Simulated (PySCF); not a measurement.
A structure optimised at PBE0-D3(BJ)/def2-SVP, used in a PySCF frequency run:

```
Ga
Cl 1 2.1268
Br 1 2.2606 2 119.53
Br 1 2.2606 2 119.53 3 180.00
```

### Question
Write its SMILES, formula and point group.

### Answer
[Cl][Ga]([Br])[Br], Br₂ClGa, C2v

### Question
What are its rotational constants (standard atomic weights)?

### Answer
1.5844, 0.81741, 0.53923 GHz
